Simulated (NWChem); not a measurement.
Species: CH$_{3}$ClGeO$_{2}$; SMILES O=[CH][Ge@@H]([OH])[Cl]

```xyz
8

O      0.5016    -2.2762     0.6006
C      0.7471    -1.5184    -0.3009
Ge    -0.3941     0.1241    -0.4036
O     -1.5710    -0.1738     0.8706
Cl     0.9194     1.7691     0.1021
H      1.5967    -1.7091    -1.0063
H     -1.1219     0.4880    -1.6992
H     -1.2433    -0.8986     1.4247
```
Atoms are numbered in this order, from 1.

Computed with NWChem. STO-3G and 3-21G are far too small for this property and stand as cheap habits. Coordinates come from a PBE0/def2-SVP optimisation. GIAO values for the isolated, static molecule; σ is the absolute isotropic shielding, δ = σ(reference) − σ with the isolated reference molecule computed at the same levels (13C: tetramethylsilane, 1H: tetramethylsilane, 17O: water).

| level | δ O1 (ppm) | δ C2 (ppm) | σ Ge3 (ppm) | δ O4 (ppm) | σ Cl5 (ppm) | δ H6 (ppm) | δ H8 (ppm) |
|---|---|---|---|---|---|---|---|
| PBE0/pcSseg-1 | 858.7 | 232.2 | 1363.7 | 33.0 | 908.2 | 11.43 | 3.23 |
| Hartree-Fock/STO-3G | 829.7 | 169.5 | 2312.9 | -102.2 | 1250.6 | 12.27 | -1.53 |
| BHandHLYP/pcSseg-1 | [?] | 232.1 | [?] | [?] | [?] | [?] | [?] |

Q: Complete the blanks.

A: 
- BHandHLYP/pcSseg-1, δ O1 (ppm): 878.6
- BHandHLYP/pcSseg-1, σ Ge3 (ppm): 1415.3
- BHandHLYP/pcSseg-1, δ O4 (ppm): 24.4
- BHandHLYP/pcSseg-1, σ Cl5 (ppm): 933.4
- BHandHLYP/pcSseg-1, δ H6 (ppm): 11.16
- BHandHLYP/pcSseg-1, δ H8 (ppm): 3.30
